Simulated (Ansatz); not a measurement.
Harmonic frequencies (cm⁻¹) at PBE0-D4/def2-TZVP from Ansatz: 112, 155, 188, 231, 396, 451, 563, 674, 802, 871, 905, 957, 1002, 1049, 1174, 1223, 1275, 1329, 1364, 1365, 1449, 1463, 1698, 2565, 3028, 3083, 3116, 3158, 3164, 3871.

Each molecule was computed in one conformer, which needn't be the lowest.

(1) Which molecule is it?
A. `CB/C=C/O`
B. `CB1OC1C`
C. `BCC(C)=O`
D. `CC1CB1O`

Results:

(1) A.
